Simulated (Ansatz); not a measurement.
[MoO(H2O)Cl4]- (MoCl₄O₂H₂⁻), relaxed as a doublet with UKS r2SCAN-D4/def2-SVPD in Ansatz, starting from the GFN2-xTB geometry. Force threshold 0.02 eV/Å.

In the def2 sets Mo takes a core potential; there is no spin–orbit coupling. The relaxation made no stability test and no search for a lower SCF solution. No other spin state of charge -1 was run.

Start:

```xyz
9

Mo    0.324    0.942    0.059
O     0.431    2.574    0.082
O    -0.175   -1.636   -0.034
H    -0.608   -1.644   -0.904
H    -0.884   -1.650    0.630
Cl   -1.663    0.512    1.373
Cl    2.118    0.191   -1.260
Cl    1.531    0.188    1.928
Cl   -1.073    0.524   -1.875
```

(1) Estimate the energy that the relaxation releases and the steps that it takes.

(2) Does the start keep its bonding and symmetry?

(3) Predict the relaxed structure.

## Answers

(1) 2.4 kcal/mol, in 8 steps; 1.8 min on 4 threads of Arm Neoverse V1 on a shared host. No frequencies were taken in this run, so the end may be a saddle point.

(2) By distances, no bond broke or formed. The bond that changes most is Mo1–O3, from 2.63 to 2.51 Å (atoms count from 1). Point group Cs at the start, Cs at the end, both within 0.05 Å.

(3) 
```xyz
9

Mo    0.305    0.834    0.057
O     0.418    2.490    0.081
O    -0.152   -1.630   -0.031
H    -0.600   -1.585   -0.892
H    -0.875   -1.588    0.618
Cl   -1.703    0.532    1.398
Cl    2.151    0.208   -1.292
Cl    1.555    0.203    1.970
Cl   -1.099    0.537   -1.909
```
Bond lengths: 4 × Cl–Mo 2.37 to 2.43 Å; 2 × Mo–O 1.66 to 2.51 Å; 2 × H–O 0.97 Å.
